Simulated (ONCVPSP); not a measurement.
**Which change was made? (Pt, ONCV)**

```
Element                 : Pt
Generator               : ONCVPSP 4.0.1
Type                    : optimised norm-conserving Vanderbilt (ONCV)
Functional              : PBE
Relativity              : fully relativistic
Frozen core             : [Kr] 4d10 4f14 5s2
Valence charge          : 16
Reference configuration : 5p6 5d9 6s0.5 (charge +0.5)
Partial waves           : 6s: rc 2.05 bohr, ncon 4, nbas 8, qcut 2.6 1/bohr, 2 projectors, debl 2.9 Ha; 5p: rc 1.60 bohr, ncon 5, nbas 9, qcut 6.9 1/bohr, 2 projectors, debl 0.5 Ha; 5d: rc 2.15 bohr, ncon 5, nbas 9, qcut 8.4 1/bohr, 2 projectors, debl 0.8 Ha
Local potential         : polynomial inside 1.05 bohr (lpopt 5, dvloc0 0 Ha)
Core correction         : polynomial model core, fcfact 0.65
```

Open shells are filled in proportion to 2j + 1.

In the p channel the program set the typed energies aside and used -2.056, 0.250 Ha (j = l + 1/2; the other j can differ).

Cutoffs, loose and tight: the cutoffs (Ha) at which the residual kinetic energy of the hardest occupied pseudo-wave falls to 1 and 0.1 mHa per electron. They do not see the model core or the augmentation charge, which bear on the density cutoff. Test errors are all-electron minus pseudo excitation energies from the reference, over the configurations 5p6 5d9 6s1; 5p6 5d9 6s0; 5p6 5d8 6s0; 5p6 5d9.5 6s0.5; variants that change the core or the reference have their own tests.

The base gives: outcome: generated, projector energies reset by the program; cutoff, loose: 21 Ha; cutoff, tight: 85 Ha; bound ghosts: s; GHOST(+) flags above zero: s; largest test error (meV): -3.3.

Question: After one change the result is: outcome: generated, projector energies reset by the program; cutoff, loose: 18 Ha; cutoff, tight: 26 Ha; bound ghosts: s; GHOST(+) flags above zero: s; largest test error (meV): -2.6. Which change was it?
A. all radii but the core radius scaled by about 0.95 (s 1.94, p 1.52, d 2.04 bohr); local potential polynomial inside 1.00 bohr (lpopt 5, dvloc0 0 Ha)
B. all radii but the core radius scaled by about 1.18 (s 2.42, p 1.88, d 2.54 bohr); local potential polynomial inside 1.24 bohr (lpopt 5, dvloc0 0 Ha)
C. all radii but the core radius scaled by about 1.32 (s 2.72, p 2.12, d 2.84 bohr); local potential polynomial inside 1.38 bohr (lpopt 5, dvloc0 0 Ha)
D. all radii but the core radius scaled by about 0.77 (s 1.58, p 1.24, d 1.66 bohr); local potential polynomial inside 0.82 bohr (lpopt 5, dvloc0 0 Ha)

Answer: B. The others give: all radii but the core radius scaled by about 0.95 (s 1.94, p 1.52, d 2.04 bohr); local potential polynomial inside 1.00 bohr (lpopt 5, dvloc0 0 Ha) → outcome: generated, projector energies reset by the program; cutoff, loose: 27 Ha; cutoff, tight: 103 Ha; bound ghosts: s; GHOST(+) flags above zero: s, p3/2; largest test error (meV): -3.2 | all radii but the core radius scaled by about 1.32 (s 2.72, p 2.12, d 2.84 bohr); local potential polynomial inside 1.38 bohr (lpopt 5, dvloc0 0 Ha) → outcome: generated, projector energies reset by the program; cutoff, loose: 17 Ha; cutoff, tight: 21 Ha; bound ghosts: s; GHOST(+) flags above zero: none; largest test error (meV): -8.2 | all radii but the core radius scaled by about 0.77 (s 1.58, p 1.24, d 1.66 bohr); local potential polynomial inside 0.82 bohr (lpopt 5, dvloc0 0 Ha) → outcome: failed: optimize: ERROR ps0norm > uunorm, code will stop.
